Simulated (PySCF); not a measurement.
Work out the structure from these simulated measurements.

Formula: C6H8O3.

- Polarisability: 82.7 au [B3LYP/def2-SVPD]
- Rotational structure: rotational constants A, B, C: 4.831, 0.916, 0.842 GHz [PBE0-D3(BJ)/def2-SVP]
- Dipole: 4.17 D [B3LYP/def2-SVPD]
- UV, strongest line: among the 10 lowest singlet transitions: S5 at 6.80 eV (182 nm, f = 0.238) [TDDFT B3LYP/def2-SVPD]
- 1H NMR: chemical shifts (computed TMS as zero) by class: 7.91 (1 H), 7.24 (1 H), 5.55 (1 H), 4.60 (1 H), 4.39 (1 H), 1.93 (3 H) ppm [GIAO PBE0/pcSseg-1]
- Valence photoelectron: vertical ionisation energy: 9.24 eV [ΔSCF B3LYP/def2-SVPD]
- 13C NMR: chemical shifts (computed TMS as zero) by class: 163.8 (1 C), 152.8 (1 C), 127.8 (1 C), 100.2 (1 C), 79.3 (1 C), 14.5 (1 C) ppm [GIAO PBE0/pcSseg-1]
- Triplet: lowest triplet excitation (Tamm–Dancoff): 4.34 eV [TDA B3LYP/def2-SVPD]
- Couplings: largest of the computed one-bond spin–spin couplings (means over like bonds): 13C–1H +231.8, 13C–1H +186.0, 13C–1H +181.5, 13C–1H +154.6, 13C–1H +149.6, 13C–1H +134.2 (×3) Hz [B3LYP/pcJ-1, spin–dipole term left out]

Gas-phase values; electronic properties from PySCF, density fitting. Levels stand in brackets. Geometry: PBE0-D3(BJ)/def2-SVP, one conformer, isolated molecule. NMR classes are plain means over equivalent atoms (diastereotopic ones count apart unless rotation or inversion swaps them), as if these changed places fast.

Task: What is the compound? Reason from the data.

Result: Numbering: `[CH3:1][C:2]1=[CH:3][C@@H:4]([O:5][CH:6]=[O:7])[O:8][CH2:9]1`. Its formula, C6H8O3, gives 3 degrees of unsaturation: 1 ring and 2 π bonds in the structure found. 6 carbons fall into 6 classes; from least to most shielded: ester carbonyl carbon [C6] (163.8 ppm), fully substituted alkene carbon [C2] (152.8 ppm), alkene CH carbon [C3] (127.8 ppm), sp3 carbon bearing two oxygens [C4] (100.2 ppm), ring sp3 carbon bound to oxygen [C9] (79.3 ppm), allylic carbon [C1] (14.5 ppm). Hydrogen classes from least to most shielded: 1 H on an ester carbonyl carbon, C6 (7.91 ppm), 1 H on an sp3 carbon bearing two oxygens, C4 (7.24 ppm), 1 H on an alkene CH carbon, C3 (5.55 ppm), 1 H on an sp3 carbon bound to oxygen, C9 (4.60 ppm), 1 H on an sp3 carbon bound to oxygen, C9 (4.39 ppm), 3 H on an allylic carbon, C1 (1.93 ppm, a mean of values up to 0.5 ppm apart in this geometry). The couplings run between: +231.8 Hz, ester carbonyl carbon [C6] and its hydrogen; +186.0 Hz, sp3 carbon bearing two oxygens [C4] and its hydrogen; +181.5 Hz, alkene CH carbon [C3] and its hydrogen; +154.6 Hz, sp3 carbon bound to oxygen [C9] and its hydrogen; +149.6 Hz, sp3 carbon bound to oxygen [C9] and its hydrogen; +134.2 Hz, allylic carbon [C1] and its hydrogen (with 2 like pairs). The first electron is taken from the HOMO, whose largest Löwdin shares are 0.24 on the alkene CH carbon, 0.21 on the fully substituted alkene carbon, 0.12 on the ester carbonyl oxygen and 0.07 on the sp3 carbon bound to oxygen. The optimised geometry has point group C1 and is an asymmetric top. Structure: `CC1=C[C@@H](OC=O)OC1`. Computed isomers that give other values at the same levels: `C=CO/C=C\C(=O)OC` (13C chemical shifts (computed TMS as zero) by class: 167.2 (1 C), 160.1 (1 C), 156.4 (1 C), 101.8 (1 C), 101.1 (1 C), 51.2 (1 C) ppm); `C=CO/C=C\OC(C)=O` (smallest rotational constant: 0.577 GHz; this holds for the one conformer computed); `O=CO[C@@H]1CCCC1=O` (rotational constant A: 3.039 GHz; this holds for the one conformer computed). The assignments are read from this structure; whether some other isomer fits the data as well wasn't checked. The mirror image fits equally.

Shape of the structure used: `[CH3:1][C:2]1=[CH:3][C@@H:4]([O:5][CH:6]=[O:7])[O:8][CH2:9]1`: C3–C4–O5–C6 -145°, C4–O5–C6–O7 4°.
